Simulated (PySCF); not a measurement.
# Working out the ionisation energy of In⁺

In⁺ [Kr] 4d10 5s2 (1S) → In²⁺ [Kr] 4d10 5s1 (2S). Computed with PySCF 2.14 in x2c-QZVPPall, with the spin-free X2C one-electron Hamiltonian (Gaussian nucleus). Frozen: [Ar] 3d10. Energies in hartree (1 hartree = 27.21139 eV):

```csv
part,In⁺ (lower),In²⁺ (upper)
UHF,-5878.126216,-5877.500917
MP2 opposite-spin,-0.451706,-0.401899
MP2 same-spin,-0.230067,-0.210568
```

Problem. What does Hartree-Fock give?

Solution. (-5877.500917) − (-5878.126216) = 0.625299 hartree = 17.015 eV.

Problem. What do MP2 and SCS-MP2 (6/5 opposite-spin, 1/3 same-spin) give?

Solution. The opposite-spin parts differ by 1.355 eV and the same-spin parts by 0.531 eV. MP2: 17.015 + (1.355) + (0.531) = 18.901 eV. SCS-MP2: 17.015 + 1.2 × (1.355) + (0.531)/3 = 18.818 eV.

Measured between the centres of the two terms (NIST): 18.870 eV, so MP2 (valence and next inner shell) is off by 0.031 eV.

What remains against the reference includes basis incompleteness, the frozen core and correlation beyond second order.
